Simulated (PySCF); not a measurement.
```xyz
5
charge 0 multiplicity 1, angstrom
Te    0.0000   -0.6284   -0.4445
N     0.0000   -2.1120   -1.4940
Br    1.9201   -0.1705    1.2373
Br   -1.9201   -0.1705    1.2373
Br    0.0000    1.7501   -1.4778
```

All numbers come from PySCF, B3LYP, basis Te def2-SVP with ECP28, N def2-SVP, Br def2-SVP (scalar-relativistic core potentials, no spin–orbit coupling, density fitting).

This geometry of TeNBr₃ is a stationary point at this level.

(1) What is the point group?

(2) Is it a minimum?

(3) List the harmonic modes with their infrared intensities.

(4) What are the dipole moment and the gap between the highest occupied and lowest empty levels?

## Answers

(1) C3v.

(2) Yes: all harmonic wavenumbers are real.

(3) 
| symmetry | ω (cm⁻¹) | IR (km/mol, summed over degenerate members) |
| --- | --- | --- |
| e | 68 | 0.0 |
| a1 | 96 | 0.6 |
| e | 142 | 1.5 |
| a1 | 213 | 9.9 |
| e | 218 | 110 |
| a1 | 898 | 9.7 |

(4) 1.54 D and 2.36 eV.

Only a few start shapes were tried, so a lower isomer may exist.
